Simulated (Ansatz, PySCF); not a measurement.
Molecule: sum formula SiOF2, net charge 1, doublet state. 
Coordinates optimised at B3LYP-D3(BJ)/def2-TZVP (Ansatz, a quantum-chemistry and plane-wave program):
```
Si
F 1 1.5257
F 1 1.5257 2 121.56
O 1 1.6156 2 119.22 3 -180.00
```
Charge +1, spin multiplicity 2.

Total electronic energies in hartree. Correlated levels leave the core frozen unless marked. Open shells are spin-unrestricted. No spin-orbit coupling. Non-relativistic. Basis-set limits of correlation are two-point, X^-3; Hartree-Fock from the larger set. The bracket is a focal-point correction in the basis named.

| level | program | energy (Eh) |
|---|---|---|
| HF/cc-pVTZ | Ansatz | -562.55886 |
| B97M-V/def2-TZVPD | Ansatz | -564.08055 |
| B3LYP/def2-TZVPD | PySCF | -564.26043 |
| PBE0/def2-TZVPD | Ansatz | -563.85221 |
| r2SCANh/def2-TZVPD | Ansatz | -564.08912 |
| r2SCAN0/def2-TZVPD | Ansatz | -564.06316 |
| PW6B95-D3(BJ)/def2-TZVPD | PySCF + dftd3 | [?] |
| SCS-MP2/6-31G | Ansatz | -562.56506 |
| RI-MP2/CBS(cc-pV(T+d)Z,cc-pV(Q+d)Z)+[CCSD(T)-MP2]/cc-pV(T+d)Z | Ansatz | -563.5233 |

Q: Some entries are withheld; supply them.

A: 
- PW6B95-D3(BJ)/def2-TZVPD, energy (Eh): -564.78840
